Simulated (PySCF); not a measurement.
Excitations are Tamm–Dancoff values on a coarser integration grid. The basis has no diffuse functions, so Rydberg states are missing or too high.

**C$_{3}$H$_{5}$N, SMILES `C=CN=C` (C–C–N–C torsion 180°) (charge 0, multiplicity 1)**

Calculation: PBE-D3(BJ)/def2-TZVP // PBE0-D4/def2-TZVP (PySCF 2.14.0).

```json
{
  "HOMO": "-6.12 eV",
  "dipole_moment": "1.34 D",
  "HOMO–LUMO gap": "3.88 eV",
  "LUMO": "-2.25 eV",
  "S1 excitation (TDA)": "4.06 eV",
  "S1 oscillator strength": "0.001",
  "brightest of the four lowest singlets (TDA)": "5.83 eV",
  "T1 excitation (TDA)": "3.34 eV",
  "S1–T1 gap (TDA)": "0.72 eV",
  "total_energy": "-171.8725 Ha",
  "cost": "around 2.3 core-minutes (rough)"
}
```

```xyz
9

C      1.6583     0.4682     0.2299
C      0.3420     0.2978     0.2880
N     -0.3155    -0.5528    -0.5972
C     -1.5707    -0.6638    -0.4808
H      2.2454    -0.0573    -0.5141
H      2.1666     1.1301     0.9193
H     -0.2614     0.8226     1.0349
H     -2.1527    -0.1237     0.2782
H     -2.1121    -1.3210    -1.1582
```
